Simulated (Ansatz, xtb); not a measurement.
## Ligand exchange: HBr + HOF → H2O + BrF

Species: HBr (hydrogen bromide), singlet; HOF (hypofluorous acid) `OF`, singlet; H2O (water) `O`, singlet; BrF (bromine fluoride), singlet. The partners trade Br for OH: H–Br and F–OH bonds give way to H–OH and F–Br.

Shapes, held fixed at every level: PBE0-D4/def2-TZVP. Programs: Ansatz 0.2.0, xtb 6.7.1. The zero-point and thermal change to 298 K, harmonic and unscaled (PBE0-D4/def2-TZVP), is +7.5 kJ/mol.

Task: Estimate ΔH(298 K) of this reaction.

Result: The highest level, CCSD(T)/def2-TZVPP, gives ΔH(298 K) = -164.1 kJ/mol; the levels span -174.9 to -135.8. The column of differences is taken from that level and isn't an error. No measured value is set beside it here. Relativity is left out for Br. Outer-core shells of Br are correlated in most correlated rows, in sets that cover them unevenly.

| level | kind | ΔH(298 K) (kJ/mol) | less CCSD(T)/def2-TZVPP |
| --- | --- | --- | --- |
| GFN2-xTB | semi-empirical | -142.3 | +21.8 |
| HF/def2-SVP | Hartree–Fock | -152.3 | +11.8 |
| BHLYP-D4/def2-TZVPP | global hybrid | -174.9 | -10.8 |
| wB97X-V/def2-TZVPP | range-separated hybrid | -164.4 | -0.3 |
| MP2/def2-SVP | perturbation theory | -144.3 | +19.8 |
| CCSD/def2-SVP | coupled cluster or CI | -135.8 | +28.3 |
| CCSD/def2-TZVPP | coupled cluster or CI | -166.9 | -2.8 |
| CCSD(T)/def2-TZVPP | coupled cluster or CI | -164.1 | 0.0 |
